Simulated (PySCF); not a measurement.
Species: [WS(CN)4]-, C₄N₄SW (charge -1 and doublet state).
Bonds: W1–S2, W1–C3, W1–C5, W1–C7, W1–C9, C3–N4, C5–N6, C7–N8, C9–N10.

Level of theory: PBE0-D3(BJ)/def2-SVP geometry optimisation, gas phase, def2 core potentials past Kr in PySCF.

Q: How far are the bound atoms from W1?

A: 5 atoms: S2 2.109 Å, C9 2.112 Å, C3 2.112 Å, C5 2.112 Å, C7 2.112 Å. The nearest atom not counted as bound is N10, at 3.28 Å (others tie with it).

Q: List the angles at W1.

A: 
```json
{"angle": "C3–W1–C7", "degrees": "141.2", "distance of the outer atoms (Å)": "3.98"}
{"angle": "C5–W1–C9", "degrees": "141.2", "distance of the outer atoms (Å)": "3.98"}
{"angle": "S2–W1–C9", "degrees": "109.4", "distance of the outer atoms (Å)": "3.45"}
{"angle": "S2–W1–C7", "degrees": "109.4", "distance of the outer atoms (Å)": "3.44"}
{"angle": "S2–W1–C5", "degrees": "109.4", "distance of the outer atoms (Å)": "3.44"}
{"angle": "S2–W1–C3", "degrees": "109.4", "distance of the outer atoms (Å)": "3.44"}
{"angle": "C3–W1–C9", "degrees": "83.7", "distance of the outer atoms (Å)": "2.82"}
{"angle": "C7–W1–C9", "degrees": "83.7", "distance of the outer atoms (Å)": "2.82"}
{"angle": "C5–W1–C7", "degrees": "83.7", "distance of the outer atoms (Å)": "2.82"}
{"angle": "C3–W1–C5", "degrees": "83.7", "distance of the outer atoms (Å)": "2.82"}
```

Q: What is the shape at W1?

A: Square pyramidal: τ5 = (β − α)/60° = 0.00 from the two widest angles, 141.2° and 141.2° (0 for a square pyramid, 1 for a trigonal bipyramid).

Q: What are the other bond lengths?

A: C3–N4 and 3 like bonds 1.167 Å.

Q: Give some angles away from the centre.

A: W1–C3–N4 179.9°.

Q: What are the rotational constants (commonest isotopes, rigid rotor)?

A: A = 852.5, B = 852.4, C = 695.9 MHz: an oblate symmetric top.

Point group: C4v (tolerance 0.08 Å). Charge -1, doublet. ⟨S²⟩ = 0.768 (exact for a doublet: 0.75). The geometry's basis has no diffuse functions, a weakness for an anion. PBE0-D3(BJ)/def2-SVP frequencies: not computed here.
